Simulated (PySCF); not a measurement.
# How methods differ on the interval between two levels of Sn⁺

Sn⁺ [Kr] 4d10 5s2 5p1 [2P3/2, M_J = 3/2] → Sn⁺ [Kr] 4d10 5s1 5p1 6s1 [4P5/2, M_J = 5/2], as a difference of total energies. Calculation: PySCF 2.14, in x2c-SVPall-2c with one added diffuse shell each of s, p type (7s9p4d, 54 functions); the two-component X2C-1e Hamiltonian. Correlated levels: [Ar] 3d10 frozen; the 6 highest virtual spinors dropped. "Screened" scales the spin-orbit matrix elements by Boettger's factors to mimic the two-electron term; Breit and QED terms are absent.

```
                    method  interval between two levels (cm⁻¹)
           GHF (spin-free)                               96657
          GMP2 (spin-free)                              102510
 GHF (screened spin-orbit)                               97027
GMP2 (screened spin-orbit)                              102910
```

The labels give the starting determinants; with spin-orbit coupling the two ends relaxed to ⟨J²⟩ = 3.76, ⟨L²⟩ = 2.02, ⟨S²⟩ = 0.77 and ⟨J²⟩ = 8.76, ⟨L²⟩ = 2.02, ⟨S²⟩ = 3.77.

The promoted electron is Rydberg-like, and one or two diffuse shells describe it only roughly, which tends to raise the upper state.
